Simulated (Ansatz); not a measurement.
Born–Oppenheimer molecular dynamics of ClGaH$_{4}$O$_{2}$ (8 atoms, charge 0, multiplicity 1). It starts at the highest image of a converged band. Of that band: A vibrational analysis at the climbing image gives one clearly imaginary mode, 869i cm⁻¹: a first-order saddle point. Another band between the same ends, with other settings, climbed to 0.804 eV only, so this may not be the lowest route.

The calculation used RKS PBE0/def2-SVP in Ansatz.

```
ensemble                      : NVE (velocity Verlet)
time step                     : 0.5 fs
steps asked                   : 200
starting velocities drawn for : 100 K
seed                          : 3024
```

First frame:

```xyz
8
Properties=species:S:1:pos:R:3
Ga -0.104 0.265 -0.093
Cl 0.202 -0.104 2.339
O 1.224 -0.519 -0.974
H 2.051 -0.588 -0.487
O -1.802 0.103 -0.571
H -1.960 -0.671 -1.123
H 0.141 1.795 0.594
H 0.194 1.204 1.532
```

How far do the bonds stretch over the last three quarters of this one trajectory? (Pairs bonded in most of those frames.)


```tsv
bond	mean (Å)	spread (Å)	shortest	longest
Ga1–O3	1.799	0.011	1.78	1.82
Ga1–O5	1.788	0.007	1.78	1.80
Ga1–H7	1.564	0.038	1.50	1.64
Cl2–H8	1.293	0.013	1.27	1.32
O3–H4	0.963	0.004	0.96	0.97
O5–H6	0.964	0.005	0.96	0.97
```

Pairs bonded in part of these frames only: Ga1–Cl2 46 %.

Mean temperature of the second half: 615 K. The conserved energy stayed within 0.027 meV per atom of its start (net change 0.016 meV per atom), so the integration is sound. The kinetic energy rose, since the run started high on the potential surface and went downhill. It ends in pieces (ClH + GaH3O2), so much of that is their flight and rotation, not heat. A run of 0.1 ps of so small a system gives no equilibrium averages. The orbitals stay closed-shell, which can raise the energy where a bond breaks towards radicals; this wasn't checked here.

Run time: 8.6 min on 2 threads of Arm Neoverse V1 (shared host), peak memory 0.22 GiB.
